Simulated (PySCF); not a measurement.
# Two-component Hartree-Fock for Er⁺ (erbium, charge +1)

Start: [Xe] 4f12 6s1; 4f5/2 filled at m_j = -5/2, -3/2, -1/2, +1/2, +3/2, +5/2; 4f7/2 filled at m_j = -3/2, -1/2, +1/2, +3/2, +5/2, +7/2; 6s1/2 filled at m_j = +1/2. Calculated with PySCF 2.14 in x2c-TZVPPall-2c (11s11p10d4f2g, 140 functions): generalised Hartree-Fock with the X2C-1e Hamiltonian and a Gaussian nucleus; one run each with spin-orbit coupling (SO) switched off, then screened by Boettger's factors.

| spinor shell | electrons | ε, spin-free (eV) | ε, screened SO (eV) | weight of nominal j (screened SO) | rms radius, screened SO (bohr) |
| --- | --- | --- | --- | --- | --- |
| 1s1/2 | 2 | -57783.1 | -57770.0 | 1.000 | 0.0231 |
| 2s1/2 | 2 | -9841.1 | -9837.0 | 1.000 | 0.0935 |
| 2p1/2 | 2 | -8701.8 | -9351.5 | 1.000 | 0.0798 |
| 2p3/2 | 4 | -8701.8 | -8429.4 | 1.000 | 0.0866 |
| 3s1/2 | 2 | -2264.2 | -2262.9 | 1.000 | 0.240 |
| 3p1/2 | 2 | -1911.0 | -2049.9 | 1.000 | 0.231 |
| 3p3/2 | 4 | -1911.0 | -1851.9 | 1.000 | 0.245 |
| 3d3/2 | 4 | -1466.3 | -1491.9 | 1.000 | 0.218 |
| 3d5/2 | 6 | -1466.3 | -1448.2 | 1.000 | 0.222 |
| 4s1/2 | 2 | -477.82 | -477.47 | 1.000 | 0.541 |
| 4p1/2 | 2 | -359.20 | -391.46 | 0.998 | 0.554 |
| 4p3/2 | 4 | -359.20 | -345.39 | 0.999 | 0.585 |
| 4d3/2 | 4 | -197.12 | -203.79 | 0.980 | 0.625 |
| 4d5/2 | 6 | -197.12 | -192.43 | 0.987 | 0.637 |
| 5s1/2 | 2 | -69.230 | -69.185 | 1.000 | 1.36 |
| 5p1/2 | 2 | -39.033 | -43.311 | 0.990 | 1.53 |
| 5p3/2 | 4 | -39.033 | -37.239 | 0.995 | 1.66 |
| 4f5/2 | 6 | -19.990 | -21.067 | 0.895 | 0.891 |
| 4f7/2 | 6 | -19.990 | -18.825 | 0.910 | 0.918 |
| 6s1/2 | 1 | -11.074 | -11.079 | 1.000 | 4.08 |

```
   quantity     spin-free   screened SO
E (hartree)  -13076.46016  -13087.35615
        M_J          13/2          13/2
       ⟨J²⟩        48.765        48.765
       ⟨L²⟩        30.013        30.182
       ⟨S²⟩         3.752         3.827
```

Each row is a mean over spinors that exchange with the open shell spreads, by up to 12.991 eV (4d5/2).

Rows whose weight is well below 1 are mixtures of j = l ± 1/2: exchange outweighs spin-orbit coupling there, and the label is only the starting occupation.

Breit and QED terms are absent; they matter most for the inner s and p1/2 levels.

Densities and radii are taken from the X2C orbitals without a picture-change correction, which distorts them close to the nucleus.

Without spin-orbit coupling the j labels of p, d and f shells carry no meaning; the spin-free column gives the mean over the occupied spinors of each nl shell.
